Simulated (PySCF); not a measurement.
Sn(F)(Cl)(OH)2 (ClFH2O2Sn), SMILES [F][Sn]([OH])([Cl])[OH]. Geometry: PBE-D3(BJ)/def2-SVP. The structure was generated by enumeration; whether it is a known compound was not checked. The def2 effective core potentials stand for the cores of Sn; spin–orbit coupling is left out. Other conformers were not sampled.

Question: Give the equilibrium geometry at PBE-D3(BJ)/def2-SVP (PySCF confirms it by a frequency run) as bond lengths and angles. (An estimate is asked for; the answer gives what the named calculation found.)

Answer: This is not unique; one that fits is 
Atoms: O1 Sn2 O3 F4 Cl5 H6 H7. Bond lengths (Å): O1–Sn2 1.982, O1–H6 0.980, Sn2–O3 1.991, Sn2–F4 1.952, Sn2–Cl5 2.338, O3–H7 0.979. Bond angles (°): Sn2–O1–H6 108.0, O1–Sn2–O3 109.2, O1–Sn2–F4 111.5, O1–Sn2–Cl5 108.3, O3–Sn2–F4 106.1, O3–Sn2–Cl5 114.9, F4–Sn2–Cl5 106.8, Sn2–O3–H7 108.5.
Charge 0, spin multiplicity 1.
